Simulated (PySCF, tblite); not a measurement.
Isomers of C6H13PSe. Level: GFN2-xTB in tblite, geometry and Hessian alike; calculated harmonic values, unscaled, isolated species. Errors from tens to a few hundred cm⁻¹ against measured bands are possible. Modes of hydrogen on phosphorus can be 10 to 20 % off. One conformer each.

Electronic energies: PBE0-D3(BJ)/def2-SVP at its own geometries (PySCF, gas phase).

| SMILES | electronic energy, lowest = 0 (kJ/mol) |
| --- | --- |
| [Se]=[PH]1CCCCCC1 | 0.0 |
| C/C=C\[P@H](=[Se])CCC | 92.8 |
| C=C[P@@](C)(=[Se])C(C)C | 59.4 |
| CC(C)[C@@H]1C[P@@]1(C)=[Se] | 86.9 |
| CC(C)[C@H]1C[P@H](=[Se])C1 | 70.7 |

Task: How do GFN2-xTB zero-point energies change the relative energies?

Result: 
```tsv
SMILES	ZPE (kJ/mol)	of it from modes above 1550 cm⁻¹	electronic (kJ/mol)	with ZPE, lowest = 0 (kJ/mol)	lowest mode (cm⁻¹)	rings
[Se]=[PH]1CCCCCC1	466.6	225.5	0.0	0.0	27	1
C=C[P@@](C)(=[Se])C(C)C	452.7	244.6	59.4	45.6	40	0
CC(C)[C@H]1C[P@H](=[Se])C1	460.3	228.6	70.7	64.4	28	1
CC(C)[C@@H]1C[P@@]1(C)=[Se]	458.2	234.8	86.9	78.5	50	1
C/C=C\[P@H](=[Se])CCC	452.4	238.2	92.8	78.6	43	0
```

The zero-point energies span 14.2 kJ/mol, from `C/C=C\[P@H](=[Se])CCC` to `[Se]=[PH]1CCCCCC1`. The order is unchanged.

Task: And how do the electronic energies of GFN2-xTB itself compare?

Result: `[Se]=[PH]1CCCCCC1` 0.0; `C=C[P@@](C)(=[Se])C(C)C` 107.0; `CC(C)[C@H]1C[P@H](=[Se])C1` 54.3; `CC(C)[C@@H]1C[P@@]1(C)=[Se]` 114.6; `C/C=C\[P@H](=[Se])CCC` 94.1 kJ/mol, lowest = 0. Against the energies above, taken from the same isomer `[Se]=[PH]1CCCCCC1`, the largest difference is 47.6 kJ/mol. The two levels were optimised apart and needn't hold the same conformer.

Task: What do entropy and thermal enthalpy add at 298.15 K and 1 bar (rigid rotor, harmonic oscillator, one conformer each)?

Result: 
| SMILES | point group | symmetry number | S (J/(mol K)) | H − H(0) (kJ/mol) | ZPE + H − H(0) − TS (kJ/mol) |
| --- | --- | --- | --- | --- | --- |
| [Se]=[PH]1CCCCCC1 | C1 | 1 | 409.3 | 26.99 | 371.5 |
| C=C[P@@](C)(=[Se])C(C)C | C1 | 1 | 458.8 | 34.43 | 350.3 |
| CC(C)[C@H]1C[P@H](=[Se])C1 | Cs | 1 | 429.0 | 29.57 | 362.0 |
| CC(C)[C@@H]1C[P@@]1(C)=[Se] | C1 | 1 | 450.4 | 32.76 | 356.7 |
| C/C=C\[P@H](=[Se])CCC | C1 | 1 | 459.8 | 33.24 | 348.6 |
